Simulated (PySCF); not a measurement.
Excited states of SMILES [C-]#[N+]c1ccc(/N=N/c2ccc(-c3cccs3)cc2)cc1, C$_{17}$H$_{11}$N$_{3}$S

The calculation used TDA BHandHLYP/def2-SVP excited states, vertical, gas phase (PySCF 2.14.0). Geometry: GFN2-xTB.

Input:
```
{"job": {"kind": "states", "xc": "BHandHLYP", "basis": "def2-SVP", "tda": true, "soc": true, "nstates": 8, "ntriplets": 4, "nquad": 4}, "charge": 0, "multiplicity": 1}
C      8.433874     0.592880     0.391417
N      7.288756     0.407799     0.251927
C      5.957313     0.196034     0.093039
C      5.479558    -1.102806    -0.100030
C      4.128765    -1.317404    -0.238074
C      3.234427    -0.237822    -0.216099
N      1.893827    -0.519237    -0.250083
N      1.108411     0.357247    -0.719432
C     -0.238649     0.168733    -0.555148
C     -1.094899     0.893931    -1.395733
C     -2.455459     0.816575    -1.229748
C     -3.019336     0.037727    -0.209351
C     -4.449851    -0.013405    -0.031209
C     -5.181400    -0.679570     0.920803
C     -6.569480    -0.496775     0.792727
C     -6.897702     0.305203    -0.254773
S     -5.515802     0.854901    -1.105541
C     -2.156709    -0.678442     0.634225
C     -0.795941    -0.619779     0.464463
C      3.728055     1.062922    -0.027175
C      5.075989     1.278008     0.134071
H      6.178670    -1.925129    -0.128729
H      3.738171    -2.311963    -0.386837
H     -0.663513     1.495899    -2.180568
H     -3.109332     1.371368    -1.887258
H     -4.745650    -1.283995     1.695068
H     -7.292922    -0.940617     1.453253
H     -7.871629     0.610801    -0.582076
H     -2.564812    -1.285521     1.427341
H     -0.127518    -1.160242     1.118358
H      3.024129     1.880804     0.008267
H      5.465443     2.273480     0.288824
```
Coordinates are in Å.

Command: `OMP_NUM_THREADS=4 python excited_run.py task.json out`

Question: What does the run print?

Answer: H and L stand for HOMO and LUMO.
```
coarse grid: 30096 points
cycle   1  E = -1215.3414567048  dE =  5.151e+00  |g| = 5.051e-01  |ddm| = 7.543e+00
cycle   2  E = -1215.3983662851  dE = -5.691e-02  |g| = 3.443e-01  |ddm| = 1.407e+00
cycle   3  E = -1215.4216762404  dE = -2.331e-02  |g| = 1.593e-01  |ddm| = 4.918e-01
cycle   4  E = -1215.4274903585  dE = -5.814e-03  |g| = 5.781e-02  |ddm| = 2.128e-01
cycle   5  E = -1215.4282259514  dE = -7.356e-04  |g| = 1.256e-02  |ddm| = 6.442e-02
cycle   6  E = -1215.4282707639  dE = -4.481e-05  |g| = 4.950e-03  |ddm| = 2.210e-02
cycle   7  E = -1215.4282786359  dE = -7.872e-06  |g| = 1.340e-03  |ddm| = 8.087e-03
final grid: 294352 points
cycle   8  E = -1215.5550875522  dE = -4.000e-05  |g| = 3.254e-03  |ddm| = 5.143e-02
cycle   9  E = -1215.5550886361  dE = -1.084e-06  |g| = 2.769e-03  |ddm| = 9.493e-03
cycle  10  E = -1215.5550905127  dE = -1.877e-06  |g| = 7.020e-04  |ddm| = 3.642e-03
cycle  11  E = -1215.5550906205  dE = -1.077e-07  |g| = 2.670e-04  |ddm| = 9.477e-04
cycle  12  E = -1215.5550906390  dE = -1.852e-08  |g| = 8.965e-05  |ddm| = 4.127e-04
cycle  13  E = -1215.5550906417  dE = -2.698e-09  |g| = 2.723e-05  |ddm| = 1.448e-04
cycle  14  E = -1215.5550906422  dE = -4.907e-10  |g| = 1.437e-05  |ddm| = 6.761e-05
converged SCF energy = -1215.5550906422

Singlet excitations
state   eV       nm        f     d(h-e)  d(exc)  Lambda  PR(NTO)  |dmu|/D   mu/D   main configurations
  1   2.5330   489.5   0.20529   0.117   3.294   0.693   1.025    0.519    4.918   H->L 0.27, H-1->L 0.26, H-3->L 0.25
  2   3.7060   334.5   1.66382   2.065   5.243   0.708   1.135    6.342   11.739   H->L 0.67, H-3->L 0.14, H-1->L 0.08
  3   4.6683   265.6   0.01028   1.301   4.177   0.573   1.611    4.546    9.939   H-4->L 0.43, H-2->L 0.24, H->L+3 0.22
  4   4.7319   262.0   0.16835   0.779   5.970   0.703   1.312    2.554    2.989   H-1->L 0.49, H-3->L 0.30
  5   4.9034   252.9   0.02298   1.114   4.355   0.497   1.757                     H-5->L 0.58, H->L+2 0.14, H-1->L+2 0.11
  6   5.0766   244.2   0.00357   0.433   4.764   0.750   1.538                     H->L+1 0.74
  7   5.2454   236.4   0.03368   4.084   6.201   0.524   1.221                     H-2->L 0.61, H-4->L 0.16
  8   5.7071   217.2   0.05282   1.785   4.818   0.612   2.363                     H->L+3 0.41, H-6->L 0.23, H-4->L 0.14

Triplet excitations (Tamm-Dancoff)
state   eV     d(h-e)  d(exc)  Lambda  PR(NTO)   main configurations
  1   1.5836   0.064   3.318   0.694   1.085   H->L 0.39, H-1->L 0.24, H-3->L 0.14
  2   2.3284   0.557   3.935   0.700   1.396   H->L 0.41, H-3->L 0.21
  3   3.0070   0.217   3.491   0.716   2.307   H->L+1 0.31, H-1->L 0.25, H-3->L 0.18
  4   3.6535   0.304   3.294   0.699   2.912   H-6->L 0.28, H->L+4 0.21, H-1->L+1 0.17
S1 - T1 = 0.9494 eV

Spin-orbit couplings |<S|Hso|T>| (cm-1)
             T1       T2       T3       T4
S0       33.823   19.998    6.528    1.249
S1        0.453    2.455    2.073    4.205
S2        3.442    0.528    1.387    0.637
S3        0.858    0.180    0.155    0.275
S4        7.029    1.222    1.081    0.857
S5        0.513    0.255    0.296    0.301
S6        1.986    1.524    0.231    0.802
S7        0.668    0.149    0.374    0.214
S8        2.653    0.640    1.221    0.265
T1 sublevels (cm-1): 0.000 0.000 0.090   radiative rates (1/s): 0.525 0.0196 4.5
```
